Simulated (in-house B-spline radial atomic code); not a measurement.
Values are calculated unless marked as measured or tabulated.
# Correlation energy from the adiabatic connection: ω²r²/2 − Z/r, ω = 1.33, Z = -1

Two electrons in a singlet, external potential ω²r²/2 − Z/r, ω = 1.33, Z = -1 (atomic units). Full CI in B-splines (partial waves to l = 8, correlation up to 0.6 % small) with the density held fixed gives W(λ) = <V_ee>_λ − U, and E_c is the integral of W(λ) − W(0) from 0 to 1.

| λ | W(λ) − W(0) (hartree) |
| --- | --- |
| 0 | 0.00000 |
| 0.02 | -0.00219 |
| 0.05 | -0.00541 |
| 0.12 | -0.01271 |
| 0.25 | -0.02541 |
| 0.4 | -0.03882 |
| 0.6 | -0.05485 |
| 0.8 | -0.06905 |
| 1 | -0.08167 |

Problem. Integrate the table by the trapezoid rule.

Solution. The strips give -0.00002, -0.00011, -0.00063, -0.00248, -0.00482, -0.00937, -0.01239, -0.01507, which sum to -0.04489 hartree. The direct value, W(1) − W(0) + T_c with T_c = 0.03666, is -0.04501; the curve is convex, so chords lie above it and the trapezoids fall short in size by 0.25 %.

Problem. Now use only three numbers: W(0) = -0.75365, the initial slope W'(0) = -0.11 (extrapolated from the first points) and the strong-coupling limit of the point-charge-plus-continuum model, W∞ = -1.0162. What do second-order theory and the interpolation W(λ) = W∞ + (W(0) − W∞)/√(1 + 2χλ) of Seidl, Perdew and Levy give?

Solution. Second order keeps the slope alone: E_c = W'(0)/2 = -0.05500, +22 % in size against -0.04501. Matching the slope fixes χ = W'(0)/(W∞ − W(0)) = -0.11/(-0.26255) = 0.41897. Integrating, with s = √(1 + 2χ) = 1.355705, E_c = −(W(0) − W∞)(s − 1)/(s + 1) = −0.26255 × 0.355705/2.355705 = -0.03964 hartree, -11.9 % in size against the full result. At λ = 1 the formula gives W − W(0) = -0.06889 against -0.08167. Part of the miss can come from the model's W∞.
